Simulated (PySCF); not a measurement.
This PySCF input asks for the NMR shieldings of `BCC(C)=C=CC(=C)C`, C$_{8}$H$_{13}$B; the geometry comes from GFN2-xTB.

```python
import basis_set_exchange as bse
import numpy as np
from pyscf import gto, dft
from pyscf.prop import nmr

atoms = """
B    -1.976894    0.953363   -0.961845
C    -2.421080   -0.576759   -0.369362
C    -1.269270   -0.101904    0.338999
C    -1.360584    0.230487    1.797851
C    -0.377421    0.561899   -0.480864
C     0.881612    0.778526   -0.812423
C     2.013499   -0.060312   -0.436628
C     3.248394    0.269065   -0.813564
C     1.734291   -1.285419    0.381062
H    -1.902728    0.883847   -2.132656
H    -2.472886    1.904071   -0.474699
H    -3.299476   -0.775113    0.232154
H    -2.280242   -1.318299   -1.141934
H    -2.319017    0.691474    2.030380
H    -1.286659   -0.695410    2.369453
H    -0.560147    0.900768    2.104028
H     1.115259    1.619688   -1.452551
H     4.103179   -0.327377   -0.544204
H     3.447267    1.149769   -1.400446
H     1.300450   -1.009804    1.340759
H     2.649286   -1.843956    0.559932
H     1.022759   -1.929218   -0.134294
"""
names = dict.fromkeys(["B", "C", "H"], "pcSseg-1")
basis = {el: gto.basis.parse(bse.get_basis(n, elements=[el], fmt="nwchem")) for el, n in names.items()}
mol = gto.M(atom=atoms, basis=basis, charge=0, verbose=0)
mf = dft.RKS(mol, xc="PBE0")
mf.grids.level = 2
mf.grids.alignment = dft.numint.BLKSIZE   # the property module wants whole blocks of grid points
mf.conv_tol = 1e-9
mf.kernel()

calc = nmr.RKS(mf)   # GIAO
C = mf.mo_coeff
Co = C[:, mf.mo_occ > 0]
resp = mf.gen_response(singlet=True, hermi=2)
def vind(x):   # induced exchange potential for any number of trial vectors
    d = np.einsum("pi,xij,qj->xpq", C, 2 * x.reshape(-1, C.shape[1], Co.shape[1]), Co, optimize=True)
    return np.einsum("xpq,pi,qj->xij", resp(d - d.transpose(0, 2, 1)), C, Co, optimize=True).ravel()
mo1, _ = nmr.rhf.solve_mo1(calc, with_cphf=vind)
sigma = calc.kernel(mo1)
for i, s in enumerate(sigma):   # ppm
    w = np.linalg.eigvalsh((s + s.T) / 2)
    print("%2d %-2s iso %8.1f  s11 %8.1f  s22 %8.1f  s33 %8.1f" % (i, mol.atom_pure_symbol(i), w.mean(), *w))
```

Q: What are the results?

A: 
```
 0 B  iso    152.2  s11    124.8  s22    136.9  s33    194.9
 1 C  iso    134.8  s11     97.5  s22    133.1  s33    173.8
 2 C  iso     50.6  s11     -8.9  s22      2.1  s33    158.4
 3 C  iso    157.6  s11    137.4  s22    148.0  s33    187.5
 4 C  iso     -2.9  s11    -41.1  s22    -18.1  s33     50.4
 5 C  iso     61.7  s11    -17.1  s22     65.1  s33    137.2
 6 C  iso     38.4  s11    -77.5  s22     33.1  s33    159.5
 7 C  iso     64.5  s11    -32.8  s22     81.7  s33    144.6
 8 C  iso    164.3  s11    153.3  s22    157.0  s33    182.6
 9 H  iso     29.8  s11     26.0  s22     27.7  s33     35.6
10 H  iso     32.2  s11     27.6  s22     29.3  s33     39.8
11 H  iso     29.1  s11     25.2  s22     26.8  s33     35.2
12 H  iso     29.1  s11     25.3  s22     25.5  s33     36.6
13 H  iso     29.6  s11     25.4  s22     28.1  s33     35.4
14 H  iso     29.4  s11     26.4  s22     26.6  s33     35.1
15 H  iso     29.8  s11     25.7  s22     28.9  s33     34.7
16 H  iso     25.4  s11     21.7  s22     25.3  s33     29.2
17 H  iso     26.4  s11     23.7  s22     24.9  s33     30.6
18 H  iso     26.5  s11     23.6  s22     25.1  s33     30.7
19 H  iso     29.8  s11     25.1  s22     29.9  s33     34.5
20 H  iso     29.8  s11     25.6  s22     28.7  s33     35.3
21 H  iso     29.8  s11     25.5  s22     30.2  s33     33.8
```

These numbers come from an equivalent density-fitted implementation of the same equations, which agrees with the script to about 0.01 ppm for H and up to a few tenths of a ppm for heavy atoms, so last digits may differ.

Size and cost of the density-fitted run: 218 basis functions, 2.2 min wall time on 1 thread of an Intel Xeon, shared host; peak memory 1.1 GiB.
